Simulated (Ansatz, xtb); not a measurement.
**C3H8F2SSi2: which of two isomers lies lower**

Structure X is `C=CC[Si@H](F)S[SiH2]F`, a singlet and structure Y is `C=CC[Si](F)(F)S[SiH3]`, a singlet. Both are isolated molecules in the gas phase, relaxed with B3LYP-D3(BJ)/def2-SVP; each stands in its lowest conformer found.

X (Å):

```yaml
atoms:
  - { symbol: C, position_ang: [-2.1702, -1.5834, -1.1869] }
  - { symbol: C, position_ang: [-0.9604, -1.2058, -1.6130] }
  - { symbol: C, position_ang: [-0.3507, 0.1474, -1.3802] }
  - { symbol: F, position_ang: [-0.4054, -0.0281, 1.4411] }
  - { symbol: F, position_ang: [-1.2423, 3.0256, 0.0548] }
  - { symbol: S, position_ang: [1.6607, 2.0490, 0.5043] }
  - { symbol: Si, position_ang: [0.6445, 0.1635, 0.2065] }
  - { symbol: Si, position_ang: [-0.0147, 3.2388, 1.1126] }
  - { symbol: H, position_ang: [-2.5429, -2.5965, -1.3579] }
  - { symbol: H, position_ang: [-2.8300, -0.8916, -0.6536] }
  - { symbol: H, position_ang: [-0.3291, -1.9382, -2.1313] }
  - { symbol: H, position_ang: [-1.1140, 0.9338, -1.2611] }
  - { symbol: H, position_ang: [0.3109, 0.4524, -2.2080] }
  - { symbol: H, position_ang: [1.6767, -0.8974, 0.2860] }
  - { symbol: H, position_ang: [0.4335, 4.6502, 1.0518] }
  - { symbol: H, position_ang: [-0.5310, 2.8659, 2.4483] }
```

Y (Å):

```yaml
atoms:
  - { symbol: C, position_ang: [-1.2854, -0.7695, -3.0903] }
  - { symbol: C, position_ang: [-0.9012, -1.6426, -2.1549] }
  - { symbol: C, position_ang: [-1.2773, -1.5698, -0.7014] }
  - { symbol: F, position_ang: [-0.3323, -0.9026, 1.8957] }
  - { symbol: F, position_ang: [0.4639, 0.6118, -0.0285] }
  - { symbol: S, position_ang: [1.9046, -2.0753, 0.0994] }
  - { symbol: Si, position_ang: [0.1269, -0.9338, 0.3419] }
  - { symbol: Si, position_ang: [3.3764, -0.4696, 0.0344] }
  - { symbol: H, position_ang: [-0.9506, -0.8641, -4.1263] }
  - { symbol: H, position_ang: [-1.9476, 0.0704, -2.8556] }
  - { symbol: H, position_ang: [-0.2246, -2.4592, -2.4317] }
  - { symbol: H, position_ang: [-1.5595, -2.5621, -0.3070] }
  - { symbol: H, position_ang: [-2.1367, -0.8971, -0.5377] }
  - { symbol: H, position_ang: [3.2622, 0.4026, 1.2317] }
  - { symbol: H, position_ang: [4.6824, -1.1799, 0.0374] }
  - { symbol: H, position_ang: [3.2336, 0.3327, -1.2076] }
```

Q: Estimate E(Y) − E(X) at the level CCSD(T)/def2-SVP + ΔMP2/def2-TZVPP.

A: Calculated at CCSD(T)/def2-SVP + ΔMP2/def2-TZVPP: E(Y) − E(X) = −4.2 kcal/mol, so structure Y lies lower.

The same difference at several levels:

```csv
level,geometry,E(Y) − E(X) (kcal/mol),departure from the last row (kcal/mol),"job, with rough time for the two"
B3LYP-D3(BJ)/def2-SVP,B3LYP-D3(BJ)/def2-SVP,−3.8,+0.5,"optimisation, 2.9 min"
HF/def2-SVP,B3LYP-D3(BJ)/def2-SVP,−4.0,+0.2,part of the CCSD(T) run
MP2/def2-SVP,B3LYP-D3(BJ)/def2-SVP,−4.1,+0.1,part of the CCSD(T) run
CCSD(T)/def2-SVP,B3LYP-D3(BJ)/def2-SVP,−4.2,0.0,single point
CCSD(T)/def2-SVP + ΔMP2/def2-TZVPP,B3LYP-D3(BJ)/def2-SVP,−4.2,,"single point, 2.5 min"
```

As drawn, both hold the same kinds of bond in the same numbers.

None of the levels shown reverses the order. The largest departure from CCSD(T)/def2-SVP + ΔMP2/def2-TZVPP is that of B3LYP-D3(BJ)/def2-SVP, 0.5 kcal/mol. Levels run at GFN2-xTB geometries aren't shown. The last row adds to CCSD(T) the change of the MP2 difference between the two basis sets, here 0.0 kcal/mol.

With thermal terms from frequencies at re-optimised GFN2-xTB minima (ideal gas, soft modes damped towards free rotors, one conformer each, 298.15 K, 1 atm): the zero-point term adds −0.4 kcal/mol; ΔH is −4.5 and ΔG −4.8 kcal/mol.

The correlated steps freeze 20 core orbitals. Mirror images aren't counted in ΔG. Codes used: Ansatz 0.2.0, xtb 6.7.1; the last row on 4 threads of Arm Neoverse V1 on a shared host.
